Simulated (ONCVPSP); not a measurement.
Bi (Z = 83), ONCV: configuration errors across variants

Bi (Z = 83), optimised norm-conserving Vanderbilt (ONCV), made with ONCVPSP 4.0.1 (LDA (Perdew-Wang 92), scalar-relativistic). Core [Xe], reference 4f14 5d10 6s1.5 6p3.5. Waves: 6s: rc 1.75 bohr, ncon 5, nbas 10, qcut 3.4 1/bohr, 2 projectors, debl 1.5 Ha; 6p: rc 2.20 bohr, ncon 3, nbas 6, qcut 4.3 1/bohr, 2 projectors, debl 0.8 Ha; 5d: rc 1.80 bohr, ncon 4, nbas 9, qcut 9.9 1/bohr, 1 projector; 4f: rc 0.45 bohr, ncon 4, nbas 9, qcut 22.9 1/bohr, local. Local part: the f channel. Core correction: polynomial model core, fcfact 0.45.

All-electron excitation energies from the reference (eV): (1) 4f14 5d10 6s2 6p3 -5.043; (2) 4f14 5d10 6s2 6p2 3.105; (3) 4f14 5d10 6s1 6p4 5.138.

2 further variants failed, have other tests or too few solved ones, and are left out.

A true bound ghost makes a file unfit for plane-wave use even where its test errors are small: the radial tests pick states by their node count and pass the ghost by.

Errors AE − PS in meV (a dash: test not solved or not reliable):

```json
{"change": "base", "(1)": "-0.4", "(2)": "-5.0", "(3)": "-2.2", "bound ghosts": "s, p, d", "GHOST(+) flags above zero": "none"}
{"change": "d: rc 1.28", "(1)": "-0.4", "(2)": "-5.1", "(3)": "-2.2", "bound ghosts": "s, p, d", "GHOST(+) flags above zero": "none"}
{"change": "d: rc 1.42", "(1)": "-0.4", "(2)": "-5.1", "(3)": "-2.2", "bound ghosts": "s, p, d", "GHOST(+) flags above zero": "none"}
{"change": "d: rc 1.6", "(1)": "-0.4", "(2)": "-5.1", "(3)": "-2.2", "bound ghosts": "s, p, d", "GHOST(+) flags above zero": "none"}
{"change": "d: rc 1.68", "(1)": "-0.4", "(2)": "-5.0", "(3)": "-2.2", "bound ghosts": "s, p, d", "GHOST(+) flags above zero": "none"}
{"change": "d: rc 1.82", "(1)": "-0.4", "(2)": "-5.0", "(3)": "-2.2", "bound ghosts": "s, p, d", "GHOST(+) flags above zero": "none"}
{"change": "d: rc 2.02", "(1)": "-0.4", "(2)": "-5.0", "(3)": "-2.2", "bound ghosts": "s, p, d", "GHOST(+) flags above zero": "none"}
{"change": "d: rc 2.16", "(1)": "-0.4", "(2)": "-5.1", "(3)": "-2.2", "bound ghosts": "s, p, d", "GHOST(+) flags above zero": "none"}
```

Q: Give the same row for: d: rc 2.34.

A: -0.5, -5.1, -2.3; bound ghosts: s, p, d; GHOST(+) flags above zero: none.
